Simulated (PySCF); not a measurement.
PySCF input (M06-2X/6-31G* with LANL2DZ past Ar (5d)):

```python
from pyscf import gto, dft

mol = gto.M(
    atom='''
    C    -2.62452800   -0.16961000    1.17374500
    C    -1.48294600    0.74248400    0.72649400
    C    -0.14734500    0.02515600    0.57200200
    Se   -0.31196700   -1.40527600   -0.80030600
    Se    1.34866800    1.26516900    0.22814400
    H    -3.53009200    0.41429100    1.34479500
    H    -2.37489100   -0.68421800    2.10403900
    H    -2.85697400   -0.92960100    0.42628900
    H    -1.73810100    1.22949900   -0.21806800
    H    -1.34206400    1.54029700    1.45922700
    H     0.13667000   -0.45685300    1.50610200
    H     1.13639100   -1.62581500   -0.91161500
    H     0.85013300    1.68784200   -1.09072200
    ''',
    basis={'default': '6-31g*', 'Se': 'lanl2dz'},
    ecp={'Se': 'lanl2dz'},
    charge=0,
    spin=0,
    verbose=4,
)

mf = dft.RKS(mol, xc='m062x')
mf.grids.level = 4
mf.conv_tol = 1e-9
mf.max_cycle = 100
mf.max_memory = 1500
mf.kernel()
if not mf.converged:
    mf = mf.newton()
    mf.kernel(mf.make_rdm1())
mf.dip_moment()
```

From the output:

```
[INPUT] 10 H     -1.342064000000   1.540297000000   1.459227000000 AA   -2.536133401638   2.910739480489   2.757539383571 Bohr   0.0
[INPUT] 11 H      0.136670000000  -0.456853000000   1.506102000000 AA    0.258268869444  -0.863327049186   2.846120295660 Bohr   0.0
[INPUT] 12 H      1.136391000000  -1.625815000000  -0.911615000000 AA    2.147467760421  -3.072345079210  -1.722702681045 Bohr   0.0
[INPUT] 13 H      0.850133000000   1.687842000000  -1.090722000000 AA    1.606518539455   3.189559121538  -2.061165858038 Bohr   0.0

nuclear repulsion = 142.478716582374
number of shells = 42
number of NR pGTOs = 137
number of NR cGTOs = 74
basis = {'default': '6-31g*', 'Se': 'lanl2dz'}
ecp = {'Se': 'lanl2dz'}

******** <class 'pyscf.dft.rks.RKS'> ********
method = RKS
initial guess = minao
damping factor = 0
level_shift factor = 0
DIIS = <class 'pyscf.scf.diis.CDIIS'>
diis_start_cycle = 1
diis_space = 8
diis_damp = 0
SCF conv_tol = 1e-09
SCF conv_tol_grad = None
SCF max_cycles = 100
direct_scf = True
direct_scf_tol = 1e-13
XC library pyscf.dft.libxc version 7.1.2
    S. Lehtola, C. Steigemann, M. J. T. Oliveira, and M. A. L. Marques,  SoftwareX 7, 1–5 (2018)
XC functionals = m062x
    Y. Zhao and D. G. Truhlar,  Theor. Chem. Acc. 120, 215 (2008)
    Y. Zhao and D. G. Truhlar,  Theor. Chem. Acc. 120, 215 (2008)
radial grids:
    Treutler-Ahlrichs [JCP 102, 346 (1995); DOI:10.1063/1.469408] (M4) radial grids

becke partition: Becke, JCP 88, 2547 (1988); DOI:10.1063/1.454033
pruning grids: <function nwchem_prune>
grids dens level: 4
symmetrized grids: False
atomic radii adjust function: <function treutler_atomic_radii_adjust>
small_rho_cutoff = 0
Set gradient conv threshold to 3.16228e-05
Initial guess from minao.
tot grids = 271864
init E= -107.73738565268
  HOMO = -0.0141588497824436  LUMO = 0.078658069687771  gap/eV = 2.52568
cycle= 1 E= -137.01675958415  delta_E= -29.3  |g|= 0.992  |ddm|= 5.67
  HOMO = -0.340006968326458  LUMO = -0.0761888296271227  gap/eV = 7.17886
cycle= 2 E= -137.244774266578  delta_E= -0.228  |g|= 0.674  |ddm|= 2.67
  HOMO = -0.29142087190584  LUMO = -0.019241089024387  gap/eV = 7.40639
cycle= 3 E= -137.387792720141  delta_E= -0.143  |g|= 0.208  |ddm|= 0.951
  HOMO = -0.266402750780381  LUMO = 0.0154607528107906  gap/eV = 7.66990
cycle= 4 E= -137.399067994407  delta_E= -0.0113  |g|= 0.0442  |ddm|= 0.263
  HOMO = -0.270932884778768  LUMO = 0.0114045133387233  gap/eV = 7.68279
cycle= 5 E= -137.399597262743  delta_E= -0.000529  |g|= 0.0148  |ddm|= 0.0593
  HOMO = -0.271690457545059  LUMO = 0.0113638347294316  gap/eV = 7.70230
cycle= 6 E= -137.399654273295  delta_E= -5.7e-05  |g|= 0.00219  |ddm|= 0.0149
  HOMO = -0.271652486112842  LUMO = 0.0113416169168516  gap/eV = 7.70066
cycle= 7 E= -137.399656057949  delta_E= -1.78e-06  |g|= 0.000439  |ddm|= 0.00474
  HOMO = -0.271640846175096  LUMO = 0.0113621533072212  gap/eV = 7.70090
cycle= 8 E= -137.399656153848  delta_E= -9.59e-08  |g|= 0.000123  |ddm|= 0.00122
  HOMO = -0.271633630658259  LUMO = 0.0113656527718931  gap/eV = 7.70080
cycle= 9 E= -137.399656162283  delta_E= -8.44e-09  |g|= 3.76e-05  |ddm|= 0.000323
  HOMO = -0.271632655797038  LUMO = 0.0113672636127351  gap/eV = 7.70082
cycle= 10 E= -137.399656163471  delta_E= -1.19e-09  |g|= 1.24e-05  |ddm|= 0.000142
  HOMO = -0.271633543393843  LUMO = 0.0113665019127929  gap/eV = 7.70082
cycle= 11 E= -137.399656163599  delta_E= -1.28e-10  |g|= 4.87e-06  |ddm|= 4.88e-05
  HOMO = -0.271632958432285  LUMO = 0.0113666703694495  gap/eV = 7.70081
Extra cycle  E= -137.399656163611  delta_E= -1.22e-11  |g|= 4.04e-06  |ddm|= 1.62e-05
converged SCF energy = -137.399656163611
Dipole moment(X, Y, Z, Debye): -0.67225,  0.39137,  0.49993
```

The geometry given is a B3LYP-D3(BJ)/def2-TZVP minimum.
